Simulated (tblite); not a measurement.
Compound: spiro[2.4]heptane, C7H12.
Atom-mapped SMILES: `[CH2:1]1[CH2:2][CH2:3][C:4]2([CH2:5]1)[CH2:6][CH2:7]2` (hydrogens: H8, H9 on C1; H10, H11 on C2; H12, H13 on C3; H14, H15 on C5; H16, H17 on C6; H18, H19 on C7)

Computed with GFN2-xTB (tblite), gas phase: Langevin dynamics at 300 K from the optimised GFN2-xTB geometry, time step 0.5 fs, friction 0.01 fs⁻¹, 2000 steps.

The start geometry, which sets the zero of energy:
```
atom  x, y, z in Å
C1     -1.598   -0.509   -0.805
C2     -1.764    0.130    0.571
C3     -0.461    0.907    0.756
C4      0.590    0.068    0.040
C5     -0.140   -0.971   -0.803
C6      1.864    0.697   -0.438
C7      1.889   -0.277    0.703
H8     -2.296   -1.327   -0.977
H9     -1.750    0.245   -1.580
H10    -2.644    0.769    0.637
H11    -1.845   -0.649    1.332
H12    -0.218    1.063    1.807
H13    -0.542    1.887    0.279
H14     0.271   -1.046   -1.810
H15    -0.062   -1.954   -0.333
H16     2.034    1.742   -0.220
H17     2.273    0.381   -1.386
H18     2.081    0.106    1.695
H19     2.311   -1.255    0.527
```

Problem. These frames come from the run, each turned onto the start geometry. Order them by potential energy, lowest first.
A.
```
atom  x, y, z in Å
C1     -1.624   -0.501   -0.700
C2     -1.711    0.071    0.663
C3     -0.553    0.995    0.573
C4      0.573    0.134   -0.016
C5     -0.124   -0.889   -0.892
C6      1.953    0.629   -0.381
C7      1.820   -0.323    0.774
H8     -2.292   -1.337   -0.834
H9     -1.924    0.224   -1.433
H10    -2.670    0.524    0.795
H11    -1.498   -0.694    1.415
H12    -0.237    1.436    1.554
H13    -0.764    1.818   -0.124
H14     0.173   -0.711   -1.930
H15     0.047   -1.914   -0.580
H16     2.249    1.627   -0.024
H17     2.435    0.312   -1.324
H18     1.984   -0.035    1.835
H19     2.155   -1.356    0.621
```
B.
```
atom  x, y, z in Å
C1     -1.593   -0.497   -0.763
C2     -1.740    0.102    0.597
C3     -0.514    0.951    0.674
C4      0.565    0.075    0.055
C5     -0.163   -0.940   -0.828
C6      1.916    0.678   -0.367
C7      1.874   -0.346    0.719
H8     -2.234   -1.323   -0.900
H9     -1.797    0.244   -1.543
H10    -2.657    0.690    0.741
H11    -1.812   -0.674    1.408
H12    -0.272    1.255    1.654
H13    -0.499    1.831   -0.009
H14     0.196   -0.969   -1.874
H15    -0.108   -1.972   -0.437
H16     1.921    1.731   -0.056
H17     2.389    0.492   -1.337
H18     2.219    0.013    1.674
H19     2.299   -1.331    0.586
```
C.
```
atom  x, y, z in Å
C1     -1.460   -0.492   -0.852
C2     -1.825    0.304    0.397
C3     -0.500    0.742    0.970
C4      0.566    0.060    0.148
C5     -0.125   -1.095   -0.505
C6      1.673    0.788   -0.558
C7      1.941   -0.217    0.536
H8     -2.173   -1.197   -1.165
H9     -1.177    0.217   -1.625
H10    -2.613    1.026    0.235
H11    -2.174   -0.498    1.076
H12    -0.306    0.483    1.992
H13    -0.287    1.835    0.799
H14     0.390   -1.437   -1.486
H15    -0.147   -1.892    0.298
H16     1.760    1.797   -0.256
H17     1.743    0.574   -1.578
H18     2.432    0.185    1.402
H19     2.273   -1.176    0.164
```
D.
```
atom  x, y, z in Å
C1     -1.618   -0.508   -0.757
C2     -1.739    0.128    0.587
C3     -0.442    0.906    0.722
C4      0.633    0.086    0.025
C5     -0.109   -0.934   -0.808
C6      1.922    0.695   -0.399
C7      1.887   -0.289    0.708
H8     -2.276   -1.361   -0.790
H9     -1.839    0.135   -1.651
H10    -2.606    0.847    0.649
H11    -1.862   -0.657    1.304
H12    -0.198    1.078    1.777
H13    -0.627    1.859    0.227
H14     0.287   -0.888   -1.802
H15    -0.034   -1.975   -0.464
H16     2.022    1.768   -0.262
H17     2.339    0.352   -1.331
H18     2.020    0.032    1.765
H19     2.230   -1.264    0.494
```
E.
```
atom  x, y, z in Å
C1     -1.641   -0.520   -0.782
C2     -1.703    0.110    0.543
C3     -0.468    0.969    0.744
C4      0.601    0.089    0.064
C5     -0.154   -0.919   -0.805
C6      1.836    0.699   -0.416
C7      1.921   -0.234    0.696
H8     -2.385   -1.318   -1.006
H9     -1.720    0.278   -1.592
H10    -2.648    0.689    0.590
H11    -1.762   -0.642    1.310
H12    -0.253    1.138    1.861
H13    -0.572    1.891    0.259
H14     0.293   -1.188   -1.775
H15    -0.097   -1.941   -0.316
H16     2.036    1.724   -0.125
H17     2.253    0.377   -1.388
H18     2.154    0.046    1.693
H19     2.300   -1.240    0.438
```

Solution. D (0.327 eV), A (0.418 eV), B (0.488 eV), E (0.608 eV), C (0.787 eV).

In the order of the answer:

| t (fs) | E above start (eV) | largest force (eV/Å) | rms force component (eV/Å) | rms distance from start (Å) | rms bond change (Å) | bond most changed (Å) |
| --- | --- | --- | --- | --- | --- | --- |
| 675 | 0.327 | 1.93 | 0.596 | 0.096 | 0.021 | C1–C5 +0.039 |
| 750 | 0.418 | 2.67 | 0.623 | 0.258 | 0.024 | C4–C7 +0.047 |
| 825 | 0.488 | 2.13 | 0.625 | 0.137 | 0.023 | C4–C6 +0.040 |
| 650 | 0.608 | 3.06 | 0.998 | 0.075 | 0.032 | C3–H12 +0.060 |
| 950 | 0.787 | 2.68 | 0.787 | 0.422 | 0.028 | C5–H14 +0.069 |

What follows is the cost of the whole dynamics run. The run took 12 s of wall time on an Intel Xeon Platinum 8375C at 2.90 GHz with one thread, no GPU, shared host, and the process peaked at 0.18 GiB of memory.
